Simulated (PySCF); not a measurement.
Isomers of C3H4F3N. Theory: PBE0-D3(BJ)/def2-SVP geometry optimisation, gas phase (PySCF 2.14.0). Energies are electronic, without zero-point or thermal terms, for one conformer each. No frequencies were run at this level. Point groups hold within 0.08 Å.

Question: Rank from lowest to highest electronic energy at this level (kJ/mol).
A. `C/N=C/C(F)(F)F`
B. `[CH2:1]=[N:2][CH2:3][C:4]([F:5])([F:6])[F:7]` with C1–N2–C3–C4 1°

Answer: A (0.0), B (2.8).

Neighbours under 10 kJ/mol apart (C/N=C/C(F)(F)F and C=NCC(F)(F)F) can change places with a better method, another conformer or zero-point energy.

```csv
SMILES,E (Eh),E rel (kJ/mol),dipole (D),point group,"A, B, C (MHz)"
C/N=C/C(F)(F)F,-470.15732,0.0,2.98,near Cs,"5265, 1562, 1540"
C=NCC(F)(F)F,-470.15625,2.8,0.56,Cs,"4707, 2039, 1916"
```

Question: As an exercise, what shares would exp(−E/RT) give at 2000 K from these electronic energies alone (no entropy, no degeneracies)?

Answer: RT = 16.629 kJ/mol: C/N=C/C(F)(F)F 54.2 %, C=NCC(F)(F)F 45.8 %.
